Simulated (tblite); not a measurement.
C5H10F3NSi.
SMILES with atom numbers: `[CH2:1]=[CH:2][N:3]([SiH3:4])[C@H:5]([CH3:6])[C:7]([F:8])([F:9])[F:10]` (hydrogens: H11, H12 on C1; H13 on C2; H14, H15, H16 on Si4; H17 on C5; H18, H19, H20 on C6)

The geometry is computed with GFN2-xTB (gas phase).

Q: Give the optimised bond lengths and angles.

A: 
```json
{"bond": "C1=C2", "length (bohr)": "2.508", "order": "double"}
{"bond": "C2–N3", "length (bohr)": "2.620", "order": "single"}
{"bond": "N3–Si4", "length (bohr)": "3.300", "order": "single"}
{"bond": "N3–C5", "length (bohr)": "2.723", "order": "single"}
{"bond": "C5–C6", "length (bohr)": "2.893", "order": "single"}
{"bond": "C5–C7", "length (bohr)": "2.880", "order": "single"}
{"bond": "C7–F8, C7–F9, C7–F10", "length (bohr)": "2.535", "order": "single"}
{"bond": "C1–H11", "length (bohr)": "2.030", "order": "single"}
{"bond": "C1–H12", "length (bohr)": "2.032", "order": "single"}
{"bond": "C2–H13", "length (bohr)": "2.040", "order": "single"}
{"bond": "Si4–H14, Si4–H15, Si4–H16", "length (bohr)": "2.760", "order": "single"}
{"bond": "C5–H17", "length (bohr)": "2.076", "order": "single"}
{"bond": "C6–H18, C6–H19, C6–H20", "length (bohr)": "2.054", "order": "single"}
```

Bonds in one row agree within 0.02 bohr and their mean is given. Orders are formal, as drawn. A selection of angles:
```json
{"angle": "C2–C1–H11", "degrees": "119.4"}
{"angle": "C2–C1–H12", "degrees": "124.9"}
{"angle": "H11–C1–H12", "degrees": "115.7"}
{"angle": "C1–C2–N3", "degrees": "128.7"}
{"angle": "C1–C2–H13", "degrees": "119.2"}
{"angle": "N3–C2–H13", "degrees": "112.1"}
{"angle": "C2–N3–Si4", "degrees": "121.6"}
{"angle": "C2–N3–C5", "degrees": "116.7"}
{"angle": "Si4–N3–C5", "degrees": "121.5"}
{"angle": "N3–Si4–H14", "degrees": "109.0"}
{"angle": "N3–Si4–H15", "degrees": "104.3"}
{"angle": "H14–Si4–H15", "degrees": "110.4"}
{"angle": "H14–Si4–H16", "degrees": "111.6"}
{"angle": "N3–C5–C6", "degrees": "113.2"}
{"angle": "N3–C5–C7", "degrees": "111.4"}
{"angle": "N3–C5–H17", "degrees": "108.6"}
{"angle": "C6–C5–C7", "degrees": "109.2"}
{"angle": "C6–C5–H17", "degrees": "109.8"}
{"angle": "C7–C5–H17", "degrees": "104.2"}
{"angle": "C5–C6–H18", "degrees": "110.0"}
{"angle": "H18–C6–H19", "degrees": "108.9"}
{"angle": "C5–C7–F8", "degrees": "110.7"}
{"angle": "C5–C7–F9", "degrees": "112.7"}
{"angle": "F8–C7–F9", "degrees": "106.2"}
{"angle": "F9–C7–F10", "degrees": "106.6"}
```

Dihedral angles: C1–C2–N3–Si4 -169° (antiperiplanar); C2–N3–C5–C6 -92° (anticlinal); N3–C5–C7–F8 -170° (antiperiplanar).

Si4 (SiH3 silicon) is distorted tetrahedral (angles from 104.3° to 111.6°). The C–C distances run from 1.327 Å (C1=C2, drawn double) to 1.531 Å (C5–C6, drawn single), a spread of 0.204 Å. N3 (silicon-bound nitrogen) is planar (angles 121.6°, 121.5° and 116.7°, sum 359.8°, 0.04 Å off the plane of its three neighbours). The C–N distances run from 1.386 Å (C2–N3, drawn single) to 1.441 Å (N3–C5, drawn single), a spread of 0.055 Å. Of the pairs four or more bonds apart, Si4···F10 is among the closest relative to their van der Waals radii: 2.91 Å, 81 % of the sum of Bondi's values.

Point group: C1 (no symmetry element, even within 0.4 Å). Its GFN2-xTB frequencies are all real (lowest 51 cm⁻¹). The numbers are those of one conformer.

Hardware: one thread of an Intel Xeon 6975P-C, shared host with 192 logical CPUs at a one-minute load of 72. Cost: 0.38 s of wall time. That covers the optimisation of the geometry.
